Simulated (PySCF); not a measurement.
**Bond length, frequency and bond energy of CsF by level of theory**

State: ¹Σ⁺ (singlet), closed shell. Set-up: basis Cs def2-SVP with ECP46, F def2-SVP; scalar-relativistic core potentials; PySCF 2.14. De refers to Cs + F in their high-spin ground configurations, without counterpoise correction. A positive dipole means Cs(−)F(+).

```tsv
Level	Re (Å)	ωe (cm⁻¹)	De (eV)	μ (D)	CPU s a point (SCF and correlation, without the integrals)
RHF	2.433	362	2.84	-8.75	0.02
RHF-MP2	2.424	367	4.48	n/a	0.033
RHF-SCS-MP2	2.427	366	4.35	n/a	n/a
RHF-CCSD	2.426	366	4.15	n/a	n/a
RHF-CCSD(T)	2.425	367	4.18	n/a	0.65
PBE	2.406	366	4.98	-7.24	0.3
r²SCAN	2.407	368	4.79	-7.66	0.43
TPSSh	2.405	371	4.78	-7.60	0.73
r²SCANh	2.402	371	4.67	-7.77	0.42
PBE0	2.393	376	4.63	-7.69	0.46
B97-3	2.411	367	4.78	-7.86	0.23
```

Measured (Huber and Herzberg, Constants of Diatomic Molecules (1979)): Re = 2.345351 Å, ωe = 352.56 cm⁻¹.

The bond length runs from 2.393 Å (PBE0) to 2.433 Å (RHF). De spans 2.84 eV (RHF, mean field) to 4.98 eV (PBE, GGA). Correlation at CCSD(T) changes the Hartree–Fock bond energy by +1.34 eV; the triples alone change it by +0.03 eV.

Correlated steps freeze 1 core orbital. Correlated levels converge slowly with the basis: in double zeta they bind strong bonds too weakly, by up to about 1 eV, and carry superposition errors of some tenths. These are scalar-relativistic numbers at best; spin–orbit coupling would shift them, the dissociation energy most. Where the molecule has an RHF reference, its open-shell atoms are computed with UHF.

The whole job (state search and all levels along the bond) took about 0.76 min on 1 thread of Arm Neoverse V2 (shared host), peak memory 0.44 GiB.
